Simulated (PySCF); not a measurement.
Basis and Hamiltonian dependence of the excitation energy of Ar²⁺

Ar²⁺ [Ne] 3s2 3p4 (3P) → Ar²⁺ [Ne] 3s2 3p3 4s1 (5S). All values are computed (PySCF 2.14, energy differences of UHF-based or UKS calculations, no spin-orbit coupling). Values in eV.

```json
{"basis": "aug-cc-pwCVDZ", "Hamiltonian": "non-relativistic", "functions": "36", "UHF": "20.913", "LDA": "21.591", "PBE0": "21.677", "MP2 (valence)": "21.000", "CCSD(T) (valence)": "21.013", "CCSD(T) (valence and next inner shell)": "21.024"}
{"basis": "aug-cc-pV(T+d)Z", "Hamiltonian": "non-relativistic", "functions": "55", "UHF": "20.977", "LDA": "21.553", "PBE0": "21.686", "MP2 (valence)": "21.299", "CCSD(T) (valence)": "21.413", "CCSD(T) (valence and next inner shell)": "n/a"}
{"basis": "aug-cc-pV(T+d)Z with one added diffuse shell each of s, p, d, f type", "Hamiltonian": "non-relativistic", "functions": "71", "UHF": "20.974", "LDA": "21.542", "PBE0": "21.680", "MP2 (valence)": "21.294", "CCSD(T) (valence)": "21.407", "CCSD(T) (valence and next inner shell)": "n/a"}
{"basis": "aug-cc-pCVTZ-DK", "Hamiltonian": "spin-free X2C", "functions": "75", "UHF": "20.865", "LDA": "21.449", "PBE0": "21.578", "MP2 (valence)": "21.193", "CCSD(T) (valence)": "21.308", "CCSD(T) (valence and next inner shell)": "21.341"}
{"basis": "def2-QZVPPD", "Hamiltonian": "non-relativistic", "functions": "79", "UHF": "20.908", "LDA": "21.481", "PBE0": "21.609", "MP2 (valence)": "21.337", "CCSD(T) (valence)": "21.466", "CCSD(T) (valence and next inner shell)": "21.481"}
{"basis": "dyall-av3z", "Hamiltonian": "spin-free X2C", "functions": "84", "UHF": "20.849", "LDA": "21.434", "PBE0": "21.553", "MP2 (valence)": "21.180", "CCSD(T) (valence)": "21.289", "CCSD(T) (valence and next inner shell)": "n/a"}
{"basis": "aug-cc-pVQZ-DK", "Hamiltonian": "spin-free X2C", "functions": "84", "UHF": "20.868", "LDA": "21.446", "PBE0": "21.568", "MP2 (valence)": "21.300", "CCSD(T) (valence)": "21.426", "CCSD(T) (valence and next inner shell)": "n/a"}
{"basis": "aug-cc-pCVTZ-DK with one added diffuse shell each of s, p, d, f type", "Hamiltonian": "spin-free X2C", "functions": "91", "UHF": "20.865", "LDA": "21.444", "PBE0": "21.576", "MP2 (valence)": "21.192", "CCSD(T) (valence)": "21.307", "CCSD(T) (valence and next inner shell)": "n/a"}
{"basis": "dyall-acv3z", "Hamiltonian": "non-relativistic", "functions": "113", "UHF": "20.917", "LDA": "21.500", "PBE0": "21.620", "MP2 (valence)": "21.258", "CCSD(T) (valence)": "21.373", "CCSD(T) (valence and next inner shell)": "n/a"}
{"basis": "aug-cc-pwCVQZ", "Hamiltonian": "non-relativistic", "functions": "134", "UHF": "20.925", "LDA": "21.510", "PBE0": "21.630", "MP2 (valence)": "21.373", "CCSD(T) (valence)": "n/a", "CCSD(T) (valence and next inner shell)": "n/a"}
{"basis": "aug-cc-pV(5+d)Z", "Hamiltonian": "non-relativistic", "functions": "136", "UHF": "20.922", "LDA": "21.493", "PBE0": "21.620", "MP2 (valence)": "21.404", "CCSD(T) (valence)": "n/a", "CCSD(T) (valence and next inner shell)": "n/a"}
```

Frozen in the all-electron rows: valence: [Ne]; valence and next inner shell: 1s2.
